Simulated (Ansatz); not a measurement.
Mulliken charges of `C#[C][Ge]([Cl])([Cl])[Cl]` from ωB97M-V/def2-TZVPP in Ansatz (PBE0-D4/def2-TZVP geometry).

```
atom   x (Å)   y (Å)   z (Å)  charge (e)
  C1   1.328  -1.491   0.659      -0.175
  C2   0.569  -0.639   0.277      -0.149
 Ge3  -0.612   0.687  -0.319       0.711
 Cl4  -2.349  -0.198  -1.156      -0.205
 Cl5   0.320   1.887  -1.800      -0.205
 Cl6  -1.195   1.932   1.297      -0.205
  H7   2.001  -2.246   0.997       0.229
```

Q: By hand: the dipole of these point charges (1 e Å = 4.8032 D).

A: Σ q r = (0.367, -0.412, 0.185) e Å, of length 0.582 e Å = 2.80 D.

Q: How does the dipole of the full density compare? (Best estimate.)

A: Ansatz gave: (0.294, -0.330, 0.148) e Å, 2.24 D; the point charges give 1.25 times that, at 0° from its direction.

Point charges leave out the atoms' own dipoles, such as those of lone pairs, and Mulliken's split depends on the basis, so the two needn't agree.
